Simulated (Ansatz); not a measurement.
Calculated with Ansatz (gas phase, PBE0-D4/def2-TZVP geometries, no zero-point term in ΔE). CBS: MP2 limit from def2 TZ/QZ plus the TZ coupled-cluster correction, frozen cores. This one scheme is used for every species. DFT in def2-TZVPP. For Ge outer-core shells are correlated without core-valence functions, which leaves a few kJ/mol of doubt a bond. Scalar relativity is left out up to krypton. Each species was taken in one conformer, which may not be the lowest.

Reaction (ligand exchange at a Ge–S bond): `C[S][Ge][SH]` + H–F → `C[S][Ge][F]` + H₂S

```csv
level,ΔE (kJ/mol)
PBE0,-8.6
HF/CBS(def2),-29.9
```

Q: What does CCSD(T)/CBS give? (Estimate.)

A: Computed: -5.3 kJ/mol. The listed levels differ from it by -3.3, -24.6 kJ/mol.

Largest T1 diagnostic among the species: 0.015.

In def2-TZVPP, CCSD(T) changes the Hartree–Fock value by +17.5 kJ/mol (the triples alone add +3.3 kJ/mol) and MP2 by +25.7 kJ/mol. From PBE to PBE0 (25 % exact exchange), in def2-TZVPP and without D4, ΔE moves by +4.8 kJ/mol. The D4 term adds +8.3 kJ/mol with B3LYP and +4.3 kJ/mol with PBE0; it sums over pairs of atoms, weighted by their polarisabilities, and B3LYP, whose exchange is more repulsive, gets the larger term.

B3LYP here is the variant with VWN-RPA as its local correlation; programs differ in this.
